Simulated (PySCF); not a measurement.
# Exercise with solution: oscillator strength and radiative lifetime

FH7OSi3, SMILES [SiH2]([Si@@H](O)F)[SiH3].

Geometry: r2SCAN-D4/def2-SVP. The structure was generated by enumeration; whether it is a known compound was not checked. The values are those of a single conformer.

TDDFT-M06-2X/def2-SVPD run with PySCF puts the first singlet state with f over 0.02 at 6.53 eV (vertical), with the transition dipole (1.008, -0.046, -0.519) in atomic units.

Task: Find the oscillator strength, the wavelength and the radiative lifetime that this transition would have in vacuum if emission retraced absorption.

Result: 
|μ|² = 1.2875 au, so |μ| = 2.88 D. ΔE = 6.53/27.211 = 0.2400 hartree. f = (2/3) ΔE |μ|² = 0.206 (the program prints 0.206).
λ = 1239.84/6.53 = 190 nm; ν = 52668 cm⁻¹.
Einstein's coefficient A = 0.6670 ν² f s⁻¹ (ν in cm⁻¹) = 3.8e8 s⁻¹, so τ = 1/A = 2.6 ns. This state is S2; the lower singlet has f = 0.001. The figure is the radiative limit of this one transition; relaxation, internal conversion, crossing to triplets and a medium change what is measured.
